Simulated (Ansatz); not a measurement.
Cd₂Te⁺ was relaxed with PBE-D4 (def2-TZVP) in Ansatz in these states: charge +1 doublet, charge +1 quartet. The geometries follow in no particular order.

In the def2 sets Cd, Te take a core potential; there is no spin–orbit coupling.

A:

```xyz
3

Cd    0.901   -2.249   -0.236
Cd   -0.023    2.433    0.061
Te   -0.878   -0.184    0.175
```

B:

```csv
atom,x (Å),y (Å),z (Å)
Cd1,-0.3679,-1.9864,-1.1826
Cd2,1.1489,1.0359,1.7569
Te3,-0.7809,0.9505,-0.5743
```

Q: Judge from the bond lengths which geometry belongs to which state (an estimate).

A: A is the charge +1 doublet (Cd1–Te3 2.756 Å, Cd2–Te3 2.756 Å); B is the charge +1 quartet (Cd1–Te3 3.028 Å, Cd2–Te3 3.028 Å).

At PBE0-D4/def2-TZVP a doublet lies 0.42 eV below the charge +1 quartet. These are the stationary points nearest to one start from a short search; other shapes may lie lower in each state.
